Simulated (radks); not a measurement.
Task: Isoelectronic series with 54 electrons, each ion in its NIST ground configuration. Calculated with a radial shooting solver on a logarithmic mesh with Libxc functionals: Dirac Kohn-Sham, PBE, spin-unpolarised, spherical densities, finite nucleus; open shells are shared between the two j in proportion to 2j + 1; Fermi nuclear charge, rms radius of each element as measured or else 0.836 A^(1/3) + 0.57 fm. Total energies (hartree) and mean radii <r> (bohr):

| ion | configuration | E (hartree) | 5p3/2 | 5p1/2 | 5s1/2 |
|---|---|---|---|---|---|
| Xe | [Xe] | -7450.00514 | 2.353 | 2.233 | 1.863 |
| Cs+ | [Xe] | -7789.8366 | 2.101 | 2.009 | 1.739 |
| Ba2+ | [Xe] | -8138.4279 | 1.920 | 1.842 | 1.633 |
| La3+ | [Xe] | -8495.8166 | 1.778 | 1.709 | 1.541 |
| Ce4+ | [Xe] | -8862.0428 | 1.662 | 1.599 | 1.460 |
| Pr5+ | [Xe] | -9237.1565 | 1.565 | 1.506 | 1.389 |
| Nd6+ | [Kr] 4d10 4f2 5s2 5p4 | -9620.8283 | 1.525 | 1.468 | 1.358 |
| Pm7+ | [Kr] 4d10 4f3 5s2 5p3 | -10014.1745 | 1.468 | 1.412 | 1.313 |
| Sm8+ | [Kr] 4d10 4f4 5s2 5p2 | -10416.9440 | 1.415 | 1.361 | 1.271 |

Estimate the row of Eu9+ ([Kr] 4d10 4f5 5s2 5p1).

Result: E (hartree) -10829.2773; 5p3/2 1.366; 5p1/2 1.314; 5s1/2 1.232.
